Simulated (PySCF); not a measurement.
Ionising ZnB

PBE0; PySCF, no relativity, basis sets Zn def2-SVP, B def2-SVP. Neutral (UKS): doublet (π ↑), Re = 2.216 Å, ωe = 329 cm⁻¹, De = 0.63 eV, HOMO -5.01 eV, LUMO -2.42 eV.

ZnB⁺ (UKS): singlet (closed shell), Re = 2.351 Å, ωe = 338 cm⁻¹, De = 2.26 eV to Zn + B⁺. The energies at the minima are -1803.49347 hartree for ZnB and -1803.23253 for ZnB⁺.

Question: Work out the adiabatic ionisation energy, without and with harmonic zero-point energies (1 hartree = 27.2114 eV, 1 eV = 8065.5 cm⁻¹), and the change of the bond length.

Answer: At PBE0: 0.26094 hartree = 7.101 eV between the minima; the zero-point term (338.0 − 329.0)/2 cm⁻¹ = +0.001 eV makes it 7.101 eV. Re changes by +13.5 pm against the neutral. The electron leaves a π orbital, and the longer bond of the ion fits a bonding orbital, or a change in how ionic the bond is.

For an ion De counts to the pair picked by the measured ionisation energies or electron affinities, which need not be the lowest pair at this level. States were picked by a PBE0 search and need not be the measured ground states.
